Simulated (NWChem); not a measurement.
Everything below was run with NWChem. System: H2BF3O2Si, charge 0, spin multiplicity 1, at a geometry optimised with PBE/def2-SVP. The structure started from a generated list of species. Level: RHF/def2-SVP.

Job file:

```
start mol
memory heap 200 mb stack 800 mb global 1000 mb
geometry units angstroms nocenter noautoz noautosym
  Si     0.656876     0.096620     0.012113
  F      0.733168     1.712680    -0.243387
  F      1.429503    -0.187938     1.412623
  F      1.547671    -0.601706    -1.153000
  B     -1.311238    -0.349464    -0.002564
  O     -1.728565    -1.632526     0.159164
  O     -2.214682     0.664522    -0.177675
  H     -2.704303    -1.701384     0.131267
  H     -1.782875     1.532737    -0.286051
end
basis spherical
  * library def2-svp
end
scf
  rhf
  nopen 0
  maxiter 100
  thresh 1e-7
  semidirect memsize 60000000 filesize 0
end
task scf energy
```

Output (cleaned and shortened):

```
             Northwest Computational Chemistry Package (NWChem) 7.3.0
             --------------------------------------------------------

                                NWChem Input Module
                                -------------------

 Scaling coordinates for geometry "geometry" by  1.889725989
 (inverse scale =  0.529177249)

                             Geometry "geometry" -> ""
                             -------------------------

 Output coordinates in angstroms (scale by  1.889725989 to convert to a.u.)

  No.       Tag          Charge          X              Y              Z
 ---- ---------------- ---------- -------------- -------------- --------------
    1 Si                  14.0000     0.65687600     0.09662000     0.01211300
    2 F                    9.0000     0.73316800     1.71268000    -0.24338700
    3 F                    9.0000     1.42950300    -0.18793800     1.41262300
    4 F                    9.0000     1.54767100    -0.60170600    -1.15300000
    5 B                    5.0000    -1.31123800    -0.34946400    -0.00256400
    6 O                    8.0000    -1.72856500    -1.63252600     0.15916400
    7 O                    8.0000    -2.21468200     0.66452200    -0.17767500
    8 H                    1.0000    -2.70430300    -1.70138400     0.13126700
    9 H                    1.0000    -1.78287500     1.53273700    -0.28605100

 Effective nuclear repulsion energy (a.u.)     386.7160955342

            Nuclear Dipole moment (a.u.)
            ----------------------------
        X                 Y               Z
 ---------------- ---------------- ----------------
    -0.0000037795     0.0000094486     0.0000264562


 Summary of "ao basis" -> "" (spherical)
 ------------------------------------------------------------------------------
       Tag                 Description            Shells   Functions and Types
 ---------------- ------------------------------  ------  ---------------------
 *                          def2-svp                  on all atoms

 Summary of "ao basis" -> "ao basis" (spherical)
 ------------------------------------------------------------------------------
       Tag                 Description            Shells   Functions and Types
 ---------------- ------------------------------  ------  ---------------------
 Si                         def2-svp                 8       18   4s3p1d
 F                          def2-svp                 6       14   3s2p1d
 B                          def2-svp                 6       14   3s2p1d
 O                          def2-svp                 6       14   3s2p1d
 H                          def2-svp                 3        5   2s1p

                                 NWChem SCF Module
                                 -----------------

  ao basis        = "ao basis"
  functions       =   112
  atoms           =     9
  closed shells   =    32
  open shells     =     0
  charge          =   0.00
  wavefunction    = RHF
  use symmetry    = F
  symmetry adapt  = F

 Summary of "ao basis" -> "ao basis" (spherical)
 ------------------------------------------------------------------------------
       Tag                 Description            Shells   Functions and Types
 ---------------- ------------------------------  ------  ---------------------
 Si                         def2-svp                 8       18   4s3p1d
 F                          def2-svp                 6       14   3s2p1d
 B                          def2-svp                 6       14   3s2p1d
[...]
                 5     -762.6548038057  3.57D-07  8.61D-08      4.2
                 6     -762.6548038057  3.61D-09  1.21D-09      4.9

       Final RHF  results
       ------------------

         Total SCF energy =   -762.654803805723
      One-electron energy =  -1830.250688731043
      Two-electron energy =    680.879789391094
 Nuclear repulsion energy =    386.716095534226

        Time for solution =      3.2s

             Final eigenvalues
             -----------------

              1
    1  -68.8957
    2  -26.3032
    3  -26.3009
    4  -26.3008
    5  -20.6018
    6  -20.5956
    7   -7.6891
    8   -6.2501
    9   -4.3625
   10   -4.3624
   11   -4.3597
   12   -1.5939
   13   -1.5682
   14   -1.5667
   15   -1.3949
   16   -1.3569
   17   -0.8223
   18   -0.7890
   19   -0.7635
   20   -0.7335
   21   -0.7310
   22   -0.7145
   23   -0.6845
   24   -0.6831
   25   -0.6613
   26   -0.6575
   27   -0.6445
   28   -0.6419
   29   -0.6033
   30   -0.5954
   31   -0.5316
   32   -0.4864
   33    0.0971
   34    0.1578
   35    0.1682
   36    0.1922
   37    0.2429
   38    0.2746
   39    0.3100
   40    0.3471
   41    0.3945
   42    0.4220

                       ROHF Final Molecular Orbital Analysis
                       -------------------------------------

 Vector   30  Occ=2.000000D+00  E=-5.953819D-01
              MO Center= -1.8D+00, -1.3D+00,  1.0D-01, r^2= 1.7D+00
   Bfn.  Coefficient  Atom+Function         Bfn.  Coefficient  Atom+Function
  ----- ------------  ---------------      ----- ------------  ---------------
    79      0.461114  6 O  py                82      0.300646  6 O  py
    78     -0.272854  6 O  px                77     -0.202023  6 O  s
    81     -0.182334  6 O  px                93      0.176364  7 O  py
   108      0.158834  9 H  s

 Vector   31  Occ=2.000000D+00  E=-5.316103D-01
              MO Center= -1.9D+00, -5.5D-01,  2.0D-03, r^2= 2.0D+00
   Bfn.  Coefficient  Atom+Function         Bfn.  Coefficient  Atom+Function
  ----- ------------  ---------------      ----- ------------  ---------------
    80      0.454638  6 O  pz                94     -0.423863  7 O  pz
    83      0.360103  6 O  pz                97     -0.339769  7 O  pz

 Vector   32  Occ=2.000000D+00  E=-4.863529D-01
              MO Center= -6.3D-01, -7.2D-02, -1.5D-02, r^2= 2.6D+00
   Bfn.  Coefficient  Atom+Function         Bfn.  Coefficient  Atom+Function
  ----- ------------  ---------------      ----- ------------  ---------------
    64      0.336838  5 B  px                 3     -0.303561  1 Si s
    92      0.281981  7 O  px                 8      0.252760  1 Si px
    95      0.210528  7 O  px                62     -0.180881  5 B  s
     2     -0.166045  1 Si s

 Vector   33  Occ=0.000000D+00  E= 9.712866D-02
              MO Center= -6.9D-01, -1.6D-01, -8.0D-03, r^2= 3.2D+00
   Bfn.  Coefficient  Atom+Function         Bfn.  Coefficient  Atom+Function
  ----- ------------  ---------------      ----- ------------  ---------------
    69      0.537259  5 B  pz                13      0.452800  1 Si pz
    66     -0.318208  5 B  pz                83     -0.250813  6 O  pz
    97     -0.250104  7 O  pz                94     -0.185603  7 O  pz
    80     -0.181887  6 O  pz                35     -0.177296  3 F  s
    49      0.172295  4 F  s

 Vector   34  Occ=0.000000D+00  E= 1.578319D-01
              MO Center= -7.4D-01,  4.8D-01, -9.3D-02, r^2= 4.9D+00
   Bfn.  Coefficient  Atom+Function         Bfn.  Coefficient  Atom+Function
  ----- ------------  ---------------      ----- ------------  ---------------
    91      0.676204  7 O  s                109     -0.650710  9 H  s
    12     -0.557215  1 Si py               104      0.418122  8 H  s
    21      0.330044  2 F  s                 77     -0.323677  6 O  s
    67      0.313610  5 B  px                 4     -0.275121  1 Si s
    68     -0.242400  5 B  py                95      0.182104  7 O  px

 Vector   35  Occ=0.000000D+00  E= 1.682138D-01
              MO Center= -2.2D+00, -6.7D-01,  6.7D-03, r^2= 5.7D+00
   Bfn.  Coefficient  Atom+Function         Bfn.  Coefficient  Atom+Function
  ----- ------------  ---------------      ----- ------------  ---------------
   104     -0.898302  8 H  s                 77      0.852513  6 O  s
   109     -0.724053  9 H  s                 91      0.521362  7 O  s
     4     -0.473200  1 Si s                 68      0.297407  5 B  py
    81     -0.298669  6 O  px                 3      0.284955  1 Si s
    63     -0.276330  5 B  s                 67      0.210570  5 B  px

 center of mass
 --------------
 x =   0.09940870 y =   0.01074166 z =   0.00242836

 moments of inertia (a.u.)
 ------------------
         661.227746812730        -111.849289062646         -12.043854748789
        -111.849289062646        1168.836927156355          23.042697359080
         -12.043854748789          23.042697359080        1363.631076630168

  Mulliken analysis of the total density
  --------------------------------------

    Atom       Charge   Shell Charges
 -----------   ------   -------------------------------------------------------
    1 Si  14    12.57   2.00  1.99  0.85 -0.02  5.94  0.99  0.34  0.48
    2 F    9     9.49   1.99  1.11  0.83  3.33  2.21  0.01
    3 F    9     9.46   1.99  1.12  0.83  3.33  2.19  0.01
    4 F    9     9.46   1.99  1.12  0.83  3.33  2.19  0.01
    5 B    5     4.90   1.99  0.78  0.13  1.46  0.33  0.20
    6 O    8     8.29   1.99  1.06  0.60  2.86  1.76  0.01
    7 O    8     8.30   1.99  1.06  0.61  2.86  1.77  0.01
    8 H    1     0.77   0.65  0.05  0.07
    9 H    1     0.76   0.65  0.03  0.07

       Multipole analysis of the density wrt the origin
       ------------------------------------------------

     L   x y z        total         open         nuclear
     -   - - -        -----         ----         -------
     0   0 0 0     -0.000000      0.000000     64.000000

     1   1 0 0     -1.215982      0.000000     -0.000004
     1   0 1 0      0.154862      0.000000      0.000009
     1   0 0 1     -0.072172      0.000000      0.000026

     2   2 0 0    -32.671001      0.000000    475.159218
     2   1 1 0      1.245998      0.000000     58.393635
     2   1 0 1     -0.100653      0.000000      6.206951
     2   0 2 0    -33.496129      0.000000    217.174094
     2   0 1 1     -0.087143      0.000000    -12.717421
     2   0 0 2    -34.368120      0.000000    110.751937

 Task  times  cpu:        4.9s     wall:        4.9s

 Total times  cpu:        4.9s     wall:        4.9s
```
